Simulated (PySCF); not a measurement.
# IO2: adding exact exchange

Base calculation in PySCF with density fitting and no spin–orbit coupling, PBE/def2-TZVP (scalar-relativistic core potentials): doublet, C2v, I–O 1.828 Å (×2); O–I–O 110.7°; wavenumbers 257, 762, 784 cm⁻¹; dipole moment 3.53 D, polar-tensor charge of I 0.83 e, atomisation energy (no zero-point energy) 638 kJ/mol.

Task: What changes on going to PBE0/def2-TZVP (scalar-relativistic core potentials)?

Result: The point group stays the same. Changes: mean bond to I -0.038 Å, smallest bond angle -0.9 degrees, highest wavenumber +71 cm⁻¹, lowest wavenumber +26 cm⁻¹, dipole moment +0.25 D, polar-tensor charge of I +0.04 e, atomisation energy (no zero-point energy) -150 kJ/mol. The new structure has I–O 1.790 Å (×2); O–I–O 109.8°, with wavenumbers 283, 836, 855 cm⁻¹. Exact exchange shortens and stiffens the bonds, the usual pattern.

Each species is the lowest minimum found with this bonding; other isomers or fragments can lie lower.
